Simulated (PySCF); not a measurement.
Atomic charges against the basis set

C2H5NOSi.
Geometry (PBE0-D3(BJ)/def2-SVP, Å), atoms numbered from 1 in this order:
```
atom  x, y, z in Å
C1    -1.460   -0.453    0.029
Si2    0.211    0.233    0.432
O3     0.407    1.656   -0.394
C4     1.507   -0.985   -0.153
N5     2.312   -1.732   -0.525
H6    -2.249    0.242    0.354
H7    -1.615   -1.418    0.534
H8    -1.553   -0.606   -1.057
H9     0.464    0.392    1.891
H10    1.248    2.115   -0.313
```

PBE0 throughout (PySCF), one geometry, spherical d and f functions. The structure is a single PBE0-D3(BJ)/def2-SVP conformer in the gas phase; no vibrational or solvent corrections. Atoms taken as equivalent share a column and are averaged. The first 7 of 8 kinds of atom are listed.

Mulliken charges (e):

```csv
basis,functions,C1,Si2,O3,C4,N5,H6/H7/H8,H9
STO-3G,34,-0.409,+0.848,-0.434,-0.153,-0.207,+0.089,-0.117
6-31G,59,-0.836,+1.072,-0.788,-0.127,-0.286,+0.221,-0.118
pcSseg-0,59,-1.218,+1.518,-0.820,-0.285,-0.388,+0.282,-0.055
6-31G*,84,-0.784,+0.776,-0.725,-0.023,-0.270,+0.220,-0.086
cc-pVDZ,99,-0.269,+0.562,-0.341,-0.192,-0.114,+0.083,-0.074
def2-SVP,99,-0.359,+0.690,-0.397,-0.280,-0.067,+0.095,-0.078
aug-cc-pVDZ,164,+0.426,+1.062,-0.748,-0.063,-0.361,-0.217,+0.196
"6-311+G(2d,p)",173,-0.739,+1.100,-0.671,-0.230,-0.238,+0.181,-0.059
def2-TZVP,191,-0.490,+0.507,-0.515,-0.240,-0.035,+0.156,-0.025
cc-pVTZ,224,-0.373,+0.494,-0.341,-0.220,-0.067,+0.119,-0.055
IGLO-III,234,-0.607,+1.009,-0.614,-0.068,-0.312,+0.158,-0.152
```

IAO charges (e):

| basis | functions | C1 | Si2 | O3 | C4 | N5 | H6/H7/H8 | H9 |
| --- | --- | --- | --- | --- | --- | --- | --- | --- |
| STO-3G | 34 | -0.654 | +1.015 | -0.573 | -0.201 | -0.158 | +0.145 | -0.114 |
| 6-31G | 59 | -0.725 | +1.016 | -0.740 | -0.171 | -0.179 | +0.179 | -0.103 |
| pcSseg-0 | 59 | -0.734 | +1.048 | -0.723 | -0.180 | -0.180 | +0.177 | -0.113 |
| 6-31G* | 84 | -0.731 | +1.137 | -0.766 | -0.188 | -0.191 | +0.170 | -0.140 |
| cc-pVDZ | 99 | -0.728 | +1.128 | -0.763 | -0.190 | -0.185 | +0.169 | -0.139 |
| def2-SVP | 99 | -0.723 | +1.139 | -0.760 | -0.191 | -0.183 | +0.166 | -0.146 |
| aug-cc-pVDZ | 164 | -0.740 | +1.136 | -0.785 | -0.178 | -0.200 | +0.174 | -0.135 |
| 6-311+G(2d,p) | 173 | -0.752 | +1.168 | -0.793 | -0.185 | -0.200 | +0.175 | -0.144 |
| def2-TZVP | 191 | -0.756 | +1.181 | -0.794 | -0.189 | -0.197 | +0.175 | -0.148 |
| cc-pVTZ | 224 | -0.754 | +1.167 | -0.790 | -0.188 | -0.195 | +0.175 | -0.145 |
| IGLO-III | 234 | -0.756 | +1.178 | -0.796 | -0.187 | -0.200 | +0.175 | -0.146 |

Hirshfeld charges (e):

```json
{"basis": "STO-3G", "functions": "34", "C1": "-0.115", "Si2": "+0.534", "O3": "-0.264", "C4": "-0.091", "N5": "-0.183", "H6/H7/H8": "+0.022", "H9": "-0.082"}
{"basis": "6-31G", "functions": "59", "C1": "-0.182", "Si2": "+0.461", "O3": "-0.325", "C4": "-0.060", "N5": "-0.183", "H6/H7/H8": "+0.058", "H9": "-0.069"}
{"basis": "pcSseg-0", "functions": "59", "C1": "-0.186", "Si2": "+0.483", "O3": "-0.318", "C4": "-0.059", "N5": "-0.184", "H6/H7/H8": "+0.052", "H9": "-0.077"}
{"basis": "6-31G*", "functions": "84", "C1": "-0.184", "Si2": "+0.432", "O3": "-0.299", "C4": "-0.043", "N5": "-0.197", "H6/H7/H8": "+0.058", "H9": "-0.073"}
{"basis": "cc-pVDZ", "functions": "99", "C1": "-0.195", "Si2": "+0.450", "O3": "-0.288", "C4": "-0.052", "N5": "-0.190", "H6/H7/H8": "+0.057", "H9": "-0.078"}
{"basis": "def2-SVP", "functions": "99", "C1": "-0.199", "Si2": "+0.455", "O3": "-0.292", "C4": "-0.044", "N5": "-0.194", "H6/H7/H8": "+0.057", "H9": "-0.079"}
{"basis": "aug-cc-pVDZ", "functions": "164", "C1": "-0.210", "Si2": "+0.472", "O3": "-0.301", "C4": "-0.045", "N5": "-0.204", "H6/H7/H8": "+0.060", "H9": "-0.069"}
{"basis": "6-311+G(2d,p)", "functions": "173", "C1": "-0.200", "Si2": "+0.466", "O3": "-0.301", "C4": "-0.045", "N5": "-0.205", "H6/H7/H8": "+0.058", "H9": "-0.070"}
{"basis": "def2-TZVP", "functions": "191", "C1": "-0.204", "Si2": "+0.458", "O3": "-0.299", "C4": "-0.043", "N5": "-0.203", "H6/H7/H8": "+0.059", "H9": "-0.072"}
{"basis": "cc-pVTZ", "functions": "224", "C1": "-0.205", "Si2": "+0.458", "O3": "-0.296", "C4": "-0.043", "N5": "-0.201", "H6/H7/H8": "+0.059", "H9": "-0.072"}
{"basis": "IGLO-III", "functions": "234", "C1": "-0.206", "Si2": "+0.460", "O3": "-0.297", "C4": "-0.041", "N5": "-0.208", "H6/H7/H8": "+0.059", "H9": "-0.068"}
```

Some averages cover members that differ in this geometry, most widely: H6/H7/H8, Mulliken in aug-cc-pVDZ -0.244 to -0.165 e.

Q: Which scheme is steadiest as the basis changes?

A: Largest range over the bases for any column: Hirshfeld 0.10 e, IAO 0.22 e, Mulliken 1.64 e. Hirshfeld charges move least and Mulliken charges most, counted in e. Without the minimal STO-3G basis the ranges are Hirshfeld 0.05, IAO 0.16, Mulliken 1.64 e.

Q: How much do the charges still move between the two largest bases, cc-pVTZ and IGLO-III?

A: At most, over all atoms: Mulliken 0.516 e, IAO 0.011 e, Hirshfeld 0.007 e.

Q: What do the same runs give for the total energy, the frontier levels and the dipole moment?

A: 
```csv
basis,energy (Eh),HOMO (eV),LUMO (eV),μ (D)
STO-3G,-492.2973,-5.11,4.12,3.11
6-31G,-498.2355,-9.11,-0.52,2.99
pcSseg-0,-497.5367,-9.24,-0.64,3.12
6-31G*,-498.3436,-9.09,-0.42,3.15
cc-pVDZ,-498.3753,-9.08,-0.40,3.16
def2-SVP,-498.1212,-9.17,-0.48,3.14
aug-cc-pVDZ,-498.3966,-9.29,-0.90,3.37
"6-311+G(2d,p)",-498.4516,-9.35,-0.94,3.35
def2-TZVP,-498.4730,-9.31,-0.79,3.32
cc-pVTZ,-498.4658,-9.26,-0.68,3.30
IGLO-III,-498.4779,-9.33,-0.82,3.37
```

The dipole is fixed by the density alone, so its range of 0.38 D shows that the density itself changes with the basis, not only its division among atoms.
